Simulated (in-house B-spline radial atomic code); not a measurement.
The numbers below are computed, except where a source is named.
## Two electrons in Ge: a Gaussian well −V exp(−r²/w²) with V = 39.9 meV and w = 55 nm

For Ge the NSM archive of the Ioffe Institute lists m_l = 1.6 m0, m_t = 0.08 m0 and ε = 16.2; the model takes one isotropic valley with the conductivity mass 3/(1/m_l + 2/m_t) = 0.117 m0, and so misses anisotropy and the other valleys. All triplets below are those of one valley; with several valleys two electrons can form a triplet in the 1s orbital itself, at an energy set by the valley splitting.

Effective-mass model with parabolic bands, a uniform dielectric constant, no image charges, no central-cell or spin-orbit terms. Two-electron levels come from full CI in B-splines with partial waves to l = 5 (up to 0.001 effective hartree above the limit).

Q: What are the effective units, and what is the potential in them?

A: Ha* = 27211.386 meV × 0.117/16.2² = 12.13 meV and a* = 0.0529177 nm × 16.2/0.117 = 7.327 nm. V = 3.29 Ha* and w = 7.5 a*.

In these units the lowest s and p orbitals lie at -2.793823 and -2.474651, and their Coulomb and exchange integrals are J_ss = 0.452063, J_sp = 0.372765 and K_sp = 0.07367. Full CI gives -5.198001 for the ground singlet, -4.986054 for the sp triplet, -4.884314 for the sp singlet and -4.697060 for the lowest triplet of two s orbitals.

Q: What does it cost to add the second electron, to first order and exactly?

A: To first order E = 2ε_s + J_ss = -5.135584, so the charging energy E(2) − 2E(1) is J_ss = 5.484 meV. CI gives -5.198001 − 2 × (-2.793823) = 0.389646, or 4.727 meV: relaxation and correlation lower it by 0.7572 meV, 13.8 % of J_ss. The s² configuration of one-electron orbitals holds 92.7 % of the state, and the mean radius is 16.4 nm. The second electron is bound by ε_s − E = 29.17 meV, against 33.89 meV for the first.

Q: How far above the singlet do the triplets lie?

A: To first order the sp triplet lies at ε_s + ε_p + J_sp − K_sp = -4.969375, which is 2.016 meV above 2ε_s + J_ss. CI gives -4.986054 − (-5.198001) = 0.211947, or 2.571 meV, 66 % of the orbital spacing of 3.872 meV. The ss triplet lies 6.077 meV up, so the lower of the two is the sp one, and its gap equals k_BT at 29.8 K. The sp singlet-triplet splitting is 1.234 meV, against 2K_sp = 1.787 meV.
